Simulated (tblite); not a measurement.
Input of a run (GFN2-xTB geometry optimisation, gas phase (tblite 0.8.0)), started from a force field or distance geometry:
```
{"job": {"kind": "relax", "xc": "GFN2-xTB", "basis": "xTB"}, "charge": 0, "multiplicity": 1}
N     -3.497800     0.749300     2.143600
C     -2.768400     0.933600     1.252300
C     -1.798500     1.155900     0.168000
Si    -1.013500    -0.469300    -0.284100
N     -1.269500    -0.720300    -1.998300
Si     1.037000    -0.706900     0.446200
N      1.238400     0.212500     1.975800
Si     2.623800     0.015200    -0.941400
H     -1.060900     1.909600     0.485600
H     -2.389600     1.560300    -0.688800
H     -1.843100    -1.505200     0.420400
H     -0.855200    -1.596400    -2.375000
H     -2.318000    -0.763800    -2.135400
H      1.310000    -2.125100     0.730800
H      1.600500     1.184900     1.785500
H      1.875300    -0.337800     2.606200
H      2.726900    -0.790200    -2.158600
H      2.503400     1.452900    -1.225500
H      3.889300    -0.150200    -0.214800
```

Output (eV, eV/Å):
```
step      E/eV     max force
  0    -647.06032    2.799
  1    -647.28842    6.516
  2    -647.31480    4.683
  3    -647.50542    0.727
  4    -647.54099    0.462
  5    -647.63142    1.552
  6    -647.68032    1.086
  7    -647.70846    0.391
  8    -647.73641    0.706
  9    -647.76412    0.897
 10    -647.78236    0.581
 11    -647.79345    0.219
 12    -647.80217    0.365
 13    -647.81093    0.523
 14    -647.81944    0.437
 15    -647.82652    0.244
 16    -647.83182    0.220
 17    -647.83663    0.356
 18    -647.84237    0.348
 19    -647.84806    0.238
 20    -647.85238    0.128
 21    -647.85542    0.168
 22    -647.85810    0.191
 23    -647.86082    0.138
 24    -647.86324    0.099
 25    -647.86535    0.139
 26    -647.86779    0.190
 27    -647.87087    0.182
 28    -647.87378    0.134
 29    -647.87566    0.099
 30    -647.87682    0.109
 31    -647.87800    0.117
 32    -647.87937    0.115
 33    -647.88057    0.090
 34    -647.88135    0.060
 35    -647.88192    0.063
 36    -647.88258    0.081
 37    -647.88338    0.089
 38    -647.88417    0.077
 39    -647.88491    0.067
 40    -647.88577    0.074
 41    -647.88701    0.095
 42    -647.88872    0.130
 43    -647.89074    0.135
 44    -647.89269    0.132
 45    -647.89463    0.139
 46    -647.89670    0.106
 47    -647.89969    0.176
 48    -647.90207    0.170
 49    -647.90495    0.169
 50    -647.90669    0.137
 51    -647.90902    0.112
 52    -647.91056    0.125
 53    -647.91228    0.120
 54    -647.91322    0.078
 55    -647.91405    0.083
 56    -647.91503    0.178
 57    -647.91632    0.170
 58    -647.91786    0.106
 59    -647.91867    0.056
 60    -647.91909    0.056
 61    -647.91957    0.087
 62    -647.92008    0.080
 63    -647.92067    0.067
 64    -647.92111    0.063
 65    -647.92157    0.073
 66    -647.92198    0.067
 67    -647.92235    0.045
 68    -647.92266    0.037
 69    -647.92296    0.055
 70    -647.92332    0.073
 71    -647.92387    0.072
 72    -647.92457    0.075
 73    -647.92523    0.068
 74    -647.92564    0.045
 75    -647.92591    0.042
 76    -647.92614    0.055
 77    -647.92661    0.066
 78    -647.92705    0.055
 79    -647.92749    0.052
 80    -647.92782    0.045
 81    -647.92809    0.041
 82    -647.92835    0.046
 83    -647.92874    0.041
 84    -647.92929    0.055
 85    -647.93005    0.073
 86    -647.93097    0.086
 87    -647.93199    0.168
 88    -647.93312    0.139
 89    -647.93442    0.170
 90    -647.93618    0.077
 91    -647.93731    0.132
 92    -647.93869    0.115
 93    -647.93944    0.230
 94    -647.94109    0.207
 95    -647.94334    0.100
 96    -647.94418    0.596
 97    -647.94758    0.095
 98    -647.94969    0.163
 99    -647.94922    1.000
100    -647.95356    0.093
101    -647.95478    0.085
102    -647.95547    0.583
103    -647.95797    0.083
104    -647.95914    0.085
105    -647.96653    0.230
106    -647.97122    0.152
107    -647.97768    0.144
108    -647.98385    0.154
109    -647.98546    0.555
110    -647.98728    0.308
111    -647.99105    0.214
112    -647.99541    0.361
113    -647.99906    0.250
114    -648.00224    0.188
115    -648.00475    0.171
116    -648.00668    0.161
117    -648.00842    0.113
118    -648.00924    0.335
119    -648.01071    0.074
120    -648.01182    0.085
121    -648.01400    0.102
122    -648.01467    0.099
123    -648.01520    0.091
124    -648.01551    0.097
125    -648.01613    0.085
126    -648.01691    0.072
127    -648.01780    0.064
128    -648.01842    0.039
129    -648.01875    0.038
130    -648.01898    0.052
131    -648.01928    0.057
132    -648.01979    0.059
133    -648.02075    0.080
134    -648.02220    0.119
135    -648.02389    0.101
136    -648.02547    0.132
137    -648.02664    0.112
138    -648.02719    0.077
139    -648.02794    0.117
140    -648.02864    0.063
141    -648.02910    0.057
142    -648.02970    0.050
143    -648.03044    0.058
144    -648.03120    0.067
145    -648.03194    0.066
146    -648.03256    0.054
147    -648.03303    0.058
148    -648.03328    0.070
149    -648.03346    0.059
150    -648.03361    0.070
151    -648.03379    0.066
152    -648.03412    0.086
153    -648.03463    0.085
154    -648.03529    0.103
155    -648.03605    0.093
156    -648.03678    0.119
157    -648.03768    0.089
158    -648.03846    0.055
159    -648.03919    0.054
160    -648.04023    0.076
161    -648.04106    0.086
162    -648.04190    0.074
163    -648.04267    0.071
164    -648.04337    0.072
165    -648.04420    0.071
166    -648.04510    0.111
167    -648.04589    0.058
168    -648.04651    0.063
169    -648.04706    0.057
170    -648.04743    0.066
171    -648.04775    0.052
172    -648.04811    0.050
173    -648.04858    0.062
174    -648.04909    0.074
175    -648.04947    0.062
176    -648.04964    0.071
177    -648.04988    0.030
178    -648.04999    0.022
179    -648.05008    0.024
180    -648.05016    0.021
181    -648.05022    0.018
182    -648.05030    0.024
183    -648.05042    0.027
184    -648.05060    0.028
185    -648.05083    0.038
186    -648.05109    0.036
187    -648.05134    0.050
188    -648.05159    0.047
189    -648.05185    0.052
190    -648.05212    0.066
191    -648.05240    0.064
192    -648.05267    0.046
193    -648.05295    0.041
194    -648.05323    0.092
195    -648.05348    0.050
196    -648.05370    0.051
197    -648.05388    0.049
198    -648.05402    0.046
199    -648.05416    0.035
200    -648.05429    0.036
201    -648.05440    0.042
202    -648.05450    0.030
203    -648.05458    0.021
204    -648.05464    0.018
205    -648.05470    0.015
206    -648.05476    0.021
207    -648.05482    0.034
208    -648.05488    0.034
209    -648.05495    0.041
210    -648.05504    0.034
211    -648.05513    0.033
212    -648.05522    0.029
213    -648.05530    0.037
214    -648.05541    0.039
215    -648.05554    0.039
216    -648.05571    0.043
217    -648.05588    0.034
218    -648.05602    0.023
219    -648.05613    0.028
220    -648.05621    0.026
221    -648.05626    0.017
222    -648.05629    0.011
223    -648.05632    0.011
224    -648.05635    0.018
225    -648.05639    0.024
226    -648.05644    0.026
227    -648.05650    0.017
228    -648.05657    0.018
229    -648.05664    0.021
230    -648.05672    0.021
231    -648.05680    0.032
232    -648.05688    0.020
233    -648.05695    0.034
234    -648.05702    0.018
235    -648.05709    0.019
236    -648.05718    0.021
237    -648.05728    0.018
238    -648.05736    0.019
239    -648.05744    0.019
240    -648.05751    0.016
241    -648.05755    0.012
242    -648.05757    0.010
243    -648.05759    0.010
```

**Question.** Summarise the run.

**Answer.** The energy falls by 23.0 kcal/mol over 243 L-BFGS steps, the largest force on an atom goes from 2.80 to 0.010 eV/Å, and the atoms move by 1.034 Å rms after alignment. The bond that changes most is Si4–Si6 (both ends SiH silicon), which lengthens by 0.123 Å. Bonds longer at the end by more than 0.005 Å: 4 of 18; shorter: 11. Among the angles that change most is Si6–Si4–H11, from 106.6° to 121.4°. Among the dihedrals that turn most is C2–C3–Si4–N5, from 124° to -159°. The energy rose by more than 1e-5 eV at step 99. The first step brought 23 % of the lowering.

**Question.** What are the final bond lengths?

**Answer.** N1≡C2 1.147 Å, C2–C3 1.419 Å, C3–Si4 1.937 Å, Si4–N5 1.730 Å, Si4–Si6 2.313 Å, Si6–N7 1.730 Å, Si6–Si8 2.333 Å, C3–H9 1.090 Å, C3–H10 1.090 Å, Si4–H11 1.482 Å, N5–H12 1.006 Å, N5–H13 1.008 Å, Si6–H14 1.480 Å, N7–H15 1.009 Å, N7–H16 1.007 Å, Si8–H17 1.468 Å, Si8–H18 1.469 Å, Si8–H19 1.470 Å. Numbering counts from 1 in the input's order; the species is `N#CC[Si@@H](N)[Si@H](N)[SiH3]`.

Its GFN2-xTB frequencies are all real (lowest 23 cm⁻¹). The numbers are those of one conformer. 3 starts were optimised and ended at 0.00, 2.15 and 2.37 kcal/mol (GFN2-xTB); the lowest of these is shown.

All values are computed, not measured.
